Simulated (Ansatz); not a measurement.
Born–Oppenheimer molecular dynamics of Cl2F3H2STa (9 atoms, charge 0, multiplicity 1). It starts at the highest image of a converged band, a first-order saddle point between two minima.

These are results of Ansatz, RKS B3LYP-D4/def2-SVP, not measurements.

* ensemble: NVE (velocity Verlet)
* time step: 0.5 fs
* steps asked: 200
* starting velocities drawn for: 300 K
* seed: 11399

First frame:

```xyz
9
Properties=species:S:1:pos:R:3
Ta -0.201 -0.351 -0.235
F 1.919 0.059 -0.314
F 0.212 -1.104 1.446
Cl -0.251 0.151 -2.512
F -0.260 1.407 0.382
Cl -2.362 -1.102 -0.149
S 1.185 -2.409 -1.075
H 1.375 -2.968 0.145
H 2.027 -1.020 -0.705
```

(1) What does the run give?

(2) What happens to the structure?

(3) How do temperature and energy run in time?

Answers

(1) All steps were run.

```yaml
steps_done: 200
time_covered: 100 fs
mean_temperature_over_the_second_half: 240 K
spread_of_the_potential_energy_over_the_second_half: 4.5 meV per atom
mean_potential_energy_of_the_second_half_above_the_start: 6.0 meV per atom
```

The conserved energy stayed within 0.014 meV per atom of its start (net change -0.0032 meV per atom), so the integration is sound. A run of 0.1 ps of so small a system gives no equilibrium averages. The orbitals stay closed-shell, which can raise the energy where a bond breaks towards radicals; this wasn't checked here.

(2) Between its relaxed ends the band would form F2–H9 and break S7–H9. These pairs go: F2–H9 1.15 → 0.94 Å, S7–H9 1.67 → 2.42 Å. In the last frame they stand as after the step (other bonds may differ from the relaxed reactants and products). Also parted: Ta1–H9 2.37 → 2.86 Å. It ends as one piece, Cl2F3H2STa. Pairs count as bonded within 1.25 times the sum of covalent radii (0.12 Å more for H–H). The details hang on the random start.

(3) 
| time (fs) | T (K) | potential energy less start (eV) | conserved less start (meV/atom) |
| --- | --- | --- | --- |
| 0 | 300 | 0.000 | 0.00 |
| 5 | 255 | 0.041 | 0.00 |
| 10 | 183 | 0.106 | 0.01 |
| 15 | 152 | 0.134 | 0.01 |
| 20 | 152 | 0.134 | 0.01 |
| 25 | 151 | 0.135 | 0.01 |
| 30 | 139 | 0.146 | 0.01 |
| 35 | 133 | 0.151 | 0.01 |
| 40 | 170 | 0.118 | 0.01 |
| 45 | 239 | 0.055 | 0.00 |
| 50 | 275 | 0.022 | 0.00 |
| 55 | 237 | 0.057 | 0.00 |
| 60 | 170 | 0.118 | 0.01 |
| 65 | 157 | 0.129 | 0.01 |
| 70 | 203 | 0.088 | 0.01 |
| 75 | 249 | 0.046 | 0.01 |
| 80 | 263 | 0.034 | 0.01 |
| 85 | 264 | 0.033 | 0.01 |
| 90 | 276 | 0.022 | 0.01 |
| 95 | 294 | 0.005 | 0.00 |
| 100 | 284 | 0.015 | 0.00 |

The run took 13 min on 4 threads of Arm Neoverse V1 (shared host), peak memory 0.41 GiB.
